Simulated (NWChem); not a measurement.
## Correlation energy of HCu

```
Cu
H 1 1.4632
```
Charge 0, spin multiplicity 1.

All runs are NWChem calculations. The geometry was optimised at PBE/def2-SVP, a minimum by its harmonic frequencies.

Basis set: def2-SVP. Each correlation energy counts from its own Hartree-Fock reference.

The correlated methods keep 9 core orbitals frozen. The structure started from a generated list of species. No row is a measurement; the coupled-cluster row has its own basis-set and correlation limits.

Question: For the correlation energy, MP2 gives -320.6 mHa and SCS-MP2 gives -285.4 mHa. What do CR-CCSD[T], CR-CCSD(T), CCSD give?

Answer: CR-CCSD[T]: -307.1 mHa; CR-CCSD(T): -302.8 mHa; CCSD: -292.6 mHa.
